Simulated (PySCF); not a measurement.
## Spinor energies of Pd(4+) (palladium, charge +4)

Start: [Kr] 4d6; 4d3/2 filled at m_j = -3/2, -1/2, +1/2, +3/2; 4d5/2 filled at m_j = +3/2, +5/2. Calculated with PySCF 2.14 in x2c-SVPall-2c (6s8p6d1f, 67 functions): generalised Hartree-Fock with the X2C-1e Hamiltonian and a Gaussian nucleus; one run each with spin-orbit coupling (SO) switched off, then screened by Boettger's factors.

| spinor shell | electrons | ε, spin-free (eV) | ε, screened SO (eV) | weight of nominal j (screened SO) | rms radius, screened SO (bohr) |
| --- | --- | --- | --- | --- | --- |
| 1s1/2 | 2 | -24532.2 | -24530.5 | 1.000 | 0.0366 |
| 2s1/2 | 2 | -3716.8 | -3716.3 | 1.000 | 0.150 |
| 2p1/2 | 2 | -3332.7 | -3443.2 | 1.000 | 0.130 |
| 2p3/2 | 4 | -3332.7 | -3281.4 | 1.000 | 0.135 |
| 3s1/2 | 2 | -755.54 | -755.36 | 1.000 | 0.403 |
| 3p1/2 | 2 | -625.87 | -645.81 | 1.000 | 0.398 |
| 3p3/2 | 4 | -625.87 | -616.49 | 1.000 | 0.409 |
| 3d3/2 | 4 | -420.05 | -423.72 | 0.975 | 0.387 |
| 3d5/2 | 6 | -420.05 | -417.39 | 0.984 | 0.390 |
| 4s1/2 | 2 | -162.89 | -162.83 | 1.000 | 1.00 |
| 4p1/2 | 2 | -122.26 | -129.26 | 0.742 | 1.08 |
| 4p3/2 | 4 | -122.26 | -118.82 | 0.871 | 1.09 |
| 4d3/2 | 4 | -66.545 | -66.365 | 0.692 | 1.34 |
| 4d5/2 | 2 | -66.545 | -66.929 | 0.876 | 1.34 |

```tsv
quantity	spin-free	screened SO
E (hartree)	-5038.14965	-5038.98860
M_J	4	4
⟨J²⟩	20.003	20.009
⟨L²⟩	6.003	6.134
⟨S²⟩	6.001	5.936
```

Each row is a mean over spinors that exchange with the open shell spreads, by up to 11.205 eV (4p3/2).

Rows whose weight is well below 1 are mixtures of j = l ± 1/2: exchange outweighs spin-orbit coupling there, and the label is only the starting occupation.

Breit and QED terms are absent; they matter most for the inner s and p1/2 levels.

Densities and radii are taken from the X2C orbitals without a picture-change correction, which distorts them close to the nucleus.

Without spin-orbit coupling the j labels of p, d and f shells carry no meaning; the spin-free column gives the mean over the occupied spinors of each nl shell.
